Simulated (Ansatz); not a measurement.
One geometry of the cluster SeS₂, several levels of theory.

```yaml
crystal:
  periodic: [false, false, false]
  atoms:
    - {symbol: S, position_ang: [0.076595, 1.682892, 0.262499]}
    - {symbol: S, position_ang: [0.454725, -0.018504, -0.509549]}
    - {symbol: Se, position_ang: [-0.531330, -1.664398, 0.247040]}
basis:
  gaussian: {orbitals: def2-TZVPD, initial_orbitals: start.molden}
hamiltonian: {xc: pbe0, dispersion: d4}
scf: {omitted_lower_state_checks: [starts]}
output: {orbitals: {seedname: orbitals}}
```

The file start.molden holds the orbitals of an earlier run on this structure, at another level or in another basis.

```sh
$ ansatz run in.yaml --threads 4 --pin off --events-out ev --progress --plain --max-ram 3916MiB
```

Output, abridged:

```
Functional definition: PBE0
1083 factors; their error is unknown
mean field evaluation 1: about -87005.2151 eV, gradient 9.1e0 eV
mean field evaluation 2: about -87005.2816 eV, gradient 1.3e-1 eV
mean field evaluation 4: about -87005.6221 eV, gradient 4.7e-4 eV
mean field evaluation 8: about -87005.6221 eV, gradient 1.7e-5 eV
mean field -87005.62205074 eV, -3197.3976358359 hartree, gradient 1.7e-5 eV, S^2 0.000000; 0 other end points of the search recorded, 0 dependent functions left out
reference -87005.62209157 eV, -3197.3976373365 hartree; 33, 33 occupied and 116, 116 virtual orbitals, 1083 factors
Total energy: -87005.71820810 eV, -3197.4011695539 hartree
Checks for a lower state left out: starts
```

Run time 1.6 s (4 threads of Arm Neoverse V1 on a shared host).

As the first input, with `hamiltonian: {xc: r2scan, dispersion: d4}` (abridged; 2.8 s):

```
Functional definition: r2SCAN
mean field -87019.29988868 eV, -3197.9002871090 hartree, gradient 1.3e-5 eV, S^2 0.000000
Total energy: -87019.32232369 eV, -3197.9011115803 hartree
Checks for a lower state left out: starts
```

As the first input, with `gaussian: {orbitals: def2-TZVP, initial_orbitals: start.molden}`, `hamiltonian: {xc: r2scan, dispersion: d4}` (abridged; 1.8 s):

```
Functional definition: r2SCAN
mean field -87019.23728131 eV, -3197.8979863305 hartree, gradient 2.2e-5 eV, S^2 0.000000
Total energy: -87019.25970512 eV, -3197.8988103906 hartree
Checks for a lower state left out: starts
```

The first input with `gaussian: {orbitals: def2-TZVP, initial_orbitals: start.molden}` and without the key `scf` (abridged; 1.2 s):

```
Functional definition: PBE0
mean field evaluation 16: about -87005.5552 eV, gradient 3.8e-3 eV
mean field -87005.55522486 eV, -3197.3951800302 hartree, gradient 8.7e-5 eV, S^2 0.000000; 1 other end points of the search recorded, 0 dependent functions left out
Total energy: -87005.65136260 eV, -3197.3987130269 hartree
```

First input, but with `gaussian: {orbitals: def2-TZVP, initial_orbitals: start.molden}`, `hamiltonian: {xc: {name: wB97M-V}}` (abridged; 3.1 s):

```
Functional definition: wB97M-V
mean field -87015.84583561 eV, -3197.7733530000 hartree, gradient 1.1e-5 eV, S^2 0.000000
Total energy: -87015.84586921 eV, -3197.7733542347 hartree
Checks for a lower state left out: starts
```

The first input with `hamiltonian: {xc: pbe, dispersion: d4}` (abridged; 1.1 s):

```
Functional definition: PBE
mean field -87002.35990911 eV, -3197.2777543423 hartree, gradient 2.3e-5 eV, S^2 0.000000
Total energy: -87002.47375796 eV, -3197.2819382104 hartree
Checks for a lower state left out: starts
```

As the first input, with `gaussian: {orbitals: def2-SVP, initial_orbitals: start.molden}` (abridged; 0.55 s):

```
Functional definition: PBE0
mean field -86989.66181412 eV, -3196.8111079584 hartree, gradient 1.1e-5 eV, S^2 0.000000
Total energy: -86989.75794481 eV, -3196.8146406961 hartree
Checks for a lower state left out: starts
```

Geometry: PBE0-D4/def2-TZVP.

The structure comes from a short search, and lower isomers may exist.
